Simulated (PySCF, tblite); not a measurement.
Isomers of C3H8NOSi (doublet state), one GFN2-xTB conformer each. Single-point energies are computed at B3LYP/pcH-1 (PySCF, gas phase, no added dispersion term), electronic only. GFN2-xTB treats the open shell by occupation alone, and not every SCF solution was tested for stability.

```tsv
SMILES	GFN2-xTB relative energy (kcal/mol)
C/N=[C]\[SiH2]OC	0.0
[CH2]CC(=O)[SiH2]N	29.5
```

Conformers: `[CH3:1]/[N:2]=[C:3]\[SiH2:4][O:5][CH3:6]` (doublet state) with N2–C3–Si4–O5 123°, C3–Si4–O5–C6 54°; `[CH2:1][CH2:2][C:3](=[O:4])[SiH2:5][NH2:6]` (doublet state) with H–C1–C2–C3 -81° and 79°, C1–C2–C3–O4 -9°, C2–C3–Si5–N6 159°, C3–Si5–N6–H 27° and 172°.

Q: What does B3LYP/pcH-1 give for the same structures?

A: 
```tsv
SMILES	B3LYP/pcH-1 E (Eh)	B3LYP/pcH-1 (kcal/mol)	GFN2-xTB (kcal/mol)	point group
[CH2]CC(=O)[SiH2]N	-538.58301	0.0	29.5	C1
C/N=[C]\[SiH2]OC	-538.57919	2.4	0.0	C1
```

GFN2-xTB puts C/N=[C]\[SiH2]OC lowest instead. As drawn, the lower has an N–H bond, which the higher lacks; the higher has an Si–O bond, which the lower lacks. Neighbours under 5.0 kcal/mol apart ([CH2]CC(=O)[SiH2]N and C/N=[C]\[SiH2]OC) can change places with a better method, another conformer or zero-point energy.

Q: What happens when harmonic zero-point energies from GFN2-xTB frequencies are added?

A: 
| SMILES | ZPE (kcal/mol) | electronic (kcal/mol) | with ZPE (kcal/mol) |
| --- | --- | --- | --- |
| [CH2]CC(=O)[SiH2]N | 62.8 | 0.0 | 0.0 |
| C/N=[C]\[SiH2]OC | 64.5 | 2.4 | 4.1 |

The zero-point energies span 1.7 kcal/mol. The order is unchanged.
